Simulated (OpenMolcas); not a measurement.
## Ni2+: from CASSCF to CASPT2

```
Program             : OpenMolcas
Basis               : ANO-R3 [7s5p5d3f2g1h]
Scalar Hamiltonian  : X2C, finite nucleus
Active space        : 8 electrons in 6 orbitals (3d 4s)
State averaging     : 2S+1 = 3 even, 55 roots; 2S+1 = 5 even, 10 roots kept (CI in the orbitals of an earlier block); 2S+1 = 1 even, 50 roots kept (CI in the orbitals of an earlier block)
Spin-orbit coupling : state interaction with AMFI integrals over the reference wave functions, term energies averaged over their components
```

Methods on the same reference wave functions:
A. CASSCF
B. SS-CASPT2, IPEA 0.25 Eh, imaginary shift 0.1 Eh (closed shells correlated: 3s 3p)
C. MS-CASPT2, IPEA 0.25 Eh, imaginary shift 0.1 Eh (closed shells correlated: 3s 3p)

Energies in cm⁻¹ above 3d⁸ ³F₄, the measured ground level; measured values from Corliss and Sugar, J. Phys. Chem. Ref. Data 10, 197 (1981).

```csv
Level,A,B,C,Measured
3d⁸ ³F₄,0.0,0.0,0.0,0.0
3d⁸ ³F₃,1456,1461,1461,1361
3d⁸ ³F₂,2456,2430,2430,2270
3d⁸ ¹D₂,18142,13210,13200,14032
3d⁸ ³P₂,21905,16760,16760,16662
3d⁸ ³P₁,22310,17150,17150,16978
3d⁸ ³P₀,22601,17420,17420,17231
3d⁷ 4s ⁵F₅,27836,51300,51300,53704
3d⁸ ¹G₄,28120,22720,22720,23109
3d⁷ 4s ⁵F₄,28744,52210,52210,54658
3d⁷ 4s ⁵F₃,29462,52930,52930,55406
3d⁷ 4s ⁵F₂,29990,53450,53450,55952
3d⁷ 4s ⁵F₁,30337,53800,53800,56308
3d⁷ 4s ³F₄(1),36999,58310,58310,
3d⁷ 4s ³F₃(1),38223,59530,59530,
3d⁷ 4s ³F₂(1),39079,60380,60380,
3d⁷ 4s ⁵P₃,49452,69060,69060,71067
3d⁷ 4s ⁵P₂,49813,69340,69340,71384
3d⁷ 4s ⁵P₁,50260,69820,69820,71842
3d⁷ 4s ³G₅,51735,72350,72350,75124
3d⁷ 4s ³G₄,52246,72840,72840,75647
3d⁷ 4s ³G₃,52798,73410,73410,76237
3d⁷ 4s ¹G₄,56628,76280,76280,79250
3d⁷ 4s ³H₆,58853,79430,79430,81687
```

Deviations, from unrounded energies. A percentage is the sum of absolute deviations over the sum of measured energies, with the sign that they share, or ± where signs differ.

```tsv
Against measurement	Levels	A	B	C
mean absolute deviation (cm-1)	20	17000	1700	1700
fine structure of the ground term (%)	2	+7.8	+7.0	+7.0
other terms of the ground configuration (%)	5	+28.5	±1.9	±1.9
other configurations (%)	13	-35.3	-3.6	-3.6
```

B, C lie about equally close to measurement and A furthest from it. The largest miss of C in the table is 3d⁷ 4s ¹G₄, by -3000 cm-1. The ranking rests on the paired levels alone, and a cruder setting can come out closer through cancelling errors.

Between B and C no level of the table moves by more than 5 cm-1.

The two smallest mean deviations differ by little beside CASPT2's spread within terms, so their order carries little weight.

From A to B the spin-free energies of the other terms of 3d⁸ shown, above ³F, scale by factors of 0.71 to 0.80, as is usual when dynamic correlation screens the repulsion within a d or f shell.

The lowest spin-free term lies below A's lowest term by 0.785 hartree in B, 0.785 hartree in C.

CASPT2 breaks the degeneracy within a term, and the mean is taken; among the terms shown or strongly mixed into the levels shown the widest spread is 2700 cm-1 (3d⁸ ¹G, C). Some levels mix across a computed gap that differs much from the measured one, so their mixing is not that of the real levels. Terms from blocks run as CI alone lack orbitals of their own. A single d shell beside an s shell can misplace configurations of different d count against each other. Without dynamic correlation excited terms often stand tens of per cent too high (terms of higher spin than the ground term too low), and those without a measured partner can miss by more than the paired ones (holds for A). Measured partners are found by configuration, term and J. A level has none where our copy of the source lacks it or the pairing is in doubt (some pairs that miss far off the trend of their configuration count as doubtful), and it then counts in no deviation. Levels of configurations outside the active space are missing. The table leaves out levels that lie high or whose names do not pair safely across all columns.

A number in round brackets counts repeated terms of one configuration in the order of the reference energies.
